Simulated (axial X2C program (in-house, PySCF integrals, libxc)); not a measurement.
## WF: cheaper levels and CCSD(T), with spin–orbit coupling

All values were computed with an in-house all-electron X2C program for linear molecules (integrals from PySCF). Two-component (2c) means X2C with spin–orbit coupling and atomic mean-field two-electron Coulomb and Gaunt terms. Basis: W dyall-cv3z [13s14p9d7f4g], F dyall-av3z [7s6p3d2f] (cores contracted in-house); Gaussian nuclei, density fitting, unrestricted open shells. Masses: W 183.951 u, F 18.998 u.

State: Ω = 5/2 (⟨Sz⟩ = 2.48, ⟨Lz⟩ = 0.02 at HF); fragments W + F.

| level | Re (Å) | ωe (cm⁻¹) |
| --- | --- | --- |
| PBE0 | 1.884 | 644.8 |
| HF | 1.911 | 626.3 |
| MP2 | 1.904 | 626.4 |
| CCSD | 1.904 | 630.9 |

Correlated methods: 13 electrons correlated (number of frozen shells: W 5 s, 4 p, 2 d, 1 f; F 1 s), 313 virtual spin orbitals or spinors in MP2, 110 natural virtuals in coupled cluster.

CCSD(T), same Hamiltonian and basis:

Re = 1.905 Å, ωe = 627.8 cm⁻¹; T1 = 0.019 (Lee–Taylor normalisation).

Q: Give the differences from CCSD(T) in the columns below.

A: 

```csv
level,ΔRe (Å),Δωe (cm⁻¹)
PBE0,-0.021,17
HF,0.006,-2
MP2,-0.001,-1
CCSD,-0.001,3
```

Occupations by symmetry block were frozen at the best pattern of an incomplete PBE0 search. De is not given where an atomic determinant may have missed its ground term or J level, or where the truncated virtual space spoils (T). Density functionals use the spin component along the axis (collinear). CCSD and (T) use frozen natural virtuals with an MP2 correction for the truncation; (T) itself is uncorrected, so its De runs slightly low. PBE0 can misorder states that lie within some tenths of an eV, so this need not be the ground state of the molecule. The nearest other 2c determinant of the search, Ω = 1/2, lies 0.75 eV up at the distance of the search. Without a current term, density functionals place determinants with orbital angular momentum somewhat too high. With several unpaired electrons one determinant need not be a pure state. This is the top spin component of a Σ state; components of lower Ω are not single determinants and can lie lower.
